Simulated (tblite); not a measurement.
C8H13OP.
SMILES with atom numbers: `[CH2:1]=[C:2]([CH3:3])[P:4]([C:5]([CH3:6])=[O:7])[CH:8]1[CH2:9][CH2:10]1` (hydrogens: H11, H12 on C1; H13, H14, H15 on C3; H16, H17, H18 on C6; H19 on C8; H20, H21 on C9; H22, H23 on C10)

Geometry (GFN2-xTB, Å), atoms numbered from 1 in this order:
```
atom  x, y, z in Å
C1     2.2155   -0.4320   -1.2335
C2     1.2370   -0.3880   -0.3389
C3     1.3674   -0.9164    1.0548
P4    -0.3714    0.3622   -0.8392
C5    -1.3806   -1.1918   -0.6000
C6    -1.0509   -2.2921   -1.5661
O7    -2.2616   -1.2495    0.2185
C8    -0.8573    1.2001    0.7197
C9    -1.3925    2.6019    0.6194
C10   -0.0346    2.3662    1.1890
H11    3.1755   -0.8713   -1.0091
H12    2.0922   -0.0266   -2.2240
H13    2.3058   -1.4548    1.1740
H14    1.3448   -0.0954    1.7704
H15    0.5399   -1.5855    1.2915
H16   -1.3299   -1.9578   -2.5650
H17   -1.5982   -3.1996   -1.3214
H18    0.0212   -2.4813   -1.5655
H19   -1.3098    0.5497    1.4611
H20   -2.1919    2.8894    1.2856
H21   -1.4589    3.0520   -0.3606
H22    0.8228    2.6557    0.5969
H23    0.1105    2.4920    2.2524
```

Computed with GFN2-xTB (tblite): harmonic, unscaled wavenumbers at the GFN2-xTB geometry, gas phase. The method is semi-empirical: single wavenumbers can be off by several per cent or more. One conformer, not necessarily the lowest.

Harmonic wavenumbers (cm⁻¹): 33.1, 39.1, 56.6, 78.2, 114.9, 120.5, 142.0, 162.4, 269.1, 271.4, 297.8, 332.0, 372.0, 419.4, 443.5, 517.5, 619.7, 638.1, 682.6, 697.4, 806.9, 831.9, 900.9, 944.7, 952.4, 958.8, 972.5, 991.5, 1003.3, 1031.6, 1035.5, 1068.6, 1070.2, 1080.3, 1104.5, 1151.2, 1186.1, 1210.6, 1326.0, 1359.7, 1390.6, 1407.6, 1436.0, 1441.5, 1442.9, 1469.7, 1478.2, 1480.1, 1678.4, 1741.6, 3000.3, 3005.0, 3006.9, 3016.5, 3020.0, 3024.9, 3037.6, 3068.7, 3074.8, 3077.9, 3081.4, 3097.8, 3113.6.

A = 1378, B = 1025, C = 743.6 MHz; mass 156.070 u (most abundant isotopes); point group C1, symmetry number 1.

Q: What is the zero-point energy?

A: Half the sum of the wavenumbers: 40943 cm⁻¹ = 117.06 kcal/mol.

Q: Entropy at 500 K, 1 bar (ideal gas, RRHO, classical rotation)?

A: Translation 43.64, rotation 31.65, vibration 69.43: S = 144.7 cal/(mol K).

Q: And Cp and H(500 K) − H(0)?

A: Cp = 69.29 cal/(mol K), of which vibrations give 61.34 (their classical limit is 63 R = 125.2); H(500 K) − H(0) = 20.58 kcal/mol without the zero-point energy, 16.61 from vibrations.

Q: What must be added to the electronic energy to get the Gibbs energy at 500 K and 1 bar?

A: ZPE + [H(500 K) − H(0)] − T·S = 117.06 + 20.58 − 72.36 = 65.28 kcal/mol.

Q: How do the functions run with temperature in this model?

A: 
```tsv
T (K)	S (cal/(mol K))	Cp (cal/(mol K))	H − H(0) (kcal/mol)	G − H(0) (kcal/mol)	ln q(vib)
100	78.1	24.3	1.66	-6.15	3.51
200	98.5	35.6	4.66	-15.03	7.61
300	115.1	47.5	8.80	-25.73	11.31
800	182.3	90.4	44.83	-101.02	27.78
1000	203.5	99.7	63.88	-139.64	33.61
```

q(vib) and H(0) count from the zero-point level.

Q: Blend soft modes into free rotors: weight 1/[1 + (100 cm⁻¹/ν̃)⁴] for the oscillator and the rest for a rotor with moment μB/(μ + B), μ = h/(8π²ν), B = 10⁻⁴⁴ kg m². What vibrational entropy results?

A: 61.91 cal/(mol K) in place of 69.43, which changes −T·S at 500 K by +3.76 kcal/mol.

Hindered rotation and anharmonicity are outside this model. Other conformers, if any are populated, would add a mixing term that is left out. The structure is chiral; the term R ln 2 for an equal mix with its mirror image is left out.
